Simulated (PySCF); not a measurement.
## Ionisation energy of Sb⁺ by level of theory

Sb⁺ [Kr] 4d10 5s2 5p2 (3P) → Sb²⁺ [Kr] 4d10 5s2 5p1 (2P), as a difference of total energies. All numbers are calculated (PySCF 2.14, a scalar-relativistic core potential, in def2-TZVPPD with the def2 core potential (28 electrons)). Correlated levels: valence and next inner shell: nothing frozen outside the core potential. The calculations carry no spin-orbit coupling.

Task: Order these methods by the ionisation energy they give, lowest first.
A. UHF
B. CCSD (valence and next inner shell)
C. CCSD(T) (valence and next inner shell)
D. SCS-MP2 (valence and next inner shell)

Result: A (16.006 eV), D (16.367 eV), B (16.452 eV), C (16.476 eV).

The reference lies between the lowest fine-structure levels, while these numbers refer to the centres of the terms.

Errors of the correlated levels include the incompleteness of this basis.

For comparison: 16.626 ± 0.025 eV (measured; NIST Atomic Spectra Database, ionization energies).
